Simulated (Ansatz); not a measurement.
Total energies of CH4BFSSi (`FB1CS[SiH2]1`).

```tsv
atom	x (Å)	y (Å)	z (Å)
F1	1.341	1.235	-1.280
B2	0.384	0.522	-0.704
C3	-0.673	1.116	0.283
S4	0.157	-0.007	1.511
Si5	0.352	-1.391	-0.167
H6	-0.550	2.160	0.573
H7	-1.723	0.850	0.185
H8	-0.852	-2.246	-0.343
H9	1.565	-2.239	-0.059
```

Total charge 0; spin multiplicity 1. All single points use the PBE0-D4/def2-TZVP geometry. Basis def2-TZVPP, Ansatz 0.2.0.

RPA on PBE orbitals: Hartree–Fock energy of these orbitals -850.85976 Eh, correlation -1.33469 Eh (frozen core).

| functional | energy without D4 (Eh) | D4 term (kJ/mol) |
| --- | --- | --- |
| LDA (SPW92) | -849.22219 | – |
| r2SCANh | -852.89188 | -5.6 |

(1) Give the same for PBE, revPBE, BLYP, r2SCAN, B97M-V, PBE0, B3LYP, r2SCAN0, HSE06 (plane-wave form), BHLYP, CAM-B3LYP, LC-ωPBE, ωB97X-V, ωB97M-V, B2PLYP, PBE-QIDH. (Estimate.)

B3LYP takes the VWN-RPA correlation (the form of Gaussian; ORCA's B3LYP/G). HSE06 is the plane-wave form, built on full-range PBE exchange. The double hybrids freeze the cores in their second-order part.

Answers

(1) The calculation gave: 
```tsv
functional	energy without D4 (Eh)	D4 term (kJ/mol)
PBE	-852.52799	-22.8
revPBE	-852.85148	-66.6
BLYP	-852.98616	-50.4
r2SCAN	-852.90305	-5.2
B97M-V	-852.84238	–
PBE0	-852.59918	-19.1
B3LYP	-853.07728	-37.3
r2SCAN0	-852.87635	-6.2
HSE06 (plane-wave form)	-852.57721	-17.9
BHLYP	-852.95731	-29.8
CAM-B3LYP	-852.98467	-19.5
LC-ωPBE	-852.72427	–
ωB97X-V	-852.87879	–
ωB97M-V	-852.93747	–
B2PLYP	-852.67202	–
PBE-QIDH	-852.40493	–
```

LC-ωPBE has ω = 0.4 bohr⁻¹.
